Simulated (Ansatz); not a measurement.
C3H8Sn, SMILES `C[CH2][Sn][CH3]`, relaxed with RKS PBE0-D4/def2-TZVP in Ansatz from a PBE-D4/def2-SVP geometry. The force threshold is 0.005 eV/Å; the program also tests the step.

Total charge 0; spin multiplicity 1. Sn takes the def2 core potential.

Start:

```xyz
12

C     1.401    0.162   -0.523
C     0.447    1.291   -0.123
Sn   -1.067    0.830    1.470
C    -1.596   -1.148    0.591
H     0.856   -0.739   -0.876
H     2.091    0.463   -1.343
H     2.043   -0.161    0.324
H     1.004    2.202    0.182
H    -0.184    1.595   -0.993
H    -0.741   -1.846    0.729
H    -1.765   -1.053   -0.503
H    -2.491   -1.596    1.064
```

Q: By how much does the energy fall, and how many steps does the optimiser take? (An estimate is asked.)

A: Ansatz gave: 5.74 kJ/mol, in 22 steps, 2 of them rejected.

Q: Which bonds change most? (An estimate is asked.)

A: Ansatz gave: C2–Sn3 from 2.246 to 2.204 Å; Sn3–C4 from 2.228 to 2.189 Å; C4–H10 from 1.112 to 1.095 Å; C1–H7 from 1.111 to 1.094 Å.

Q: Give the relaxed structure. (An estimate is asked.)

A: The calculation gave: 
```xyz
12

C     1.303    0.141   -0.575
C     0.453    1.317   -0.123
Sn   -1.279    0.936    1.186
C    -1.514   -1.170    0.636
H     0.710   -0.605   -1.109
H     2.113    0.451   -1.244
H     1.769   -0.371    0.272
H     1.063    2.083    0.370
H     0.009    1.828   -0.991
H    -0.600   -1.724    0.869
H    -1.674   -1.253   -0.444
H    -2.354   -1.635    1.153
```
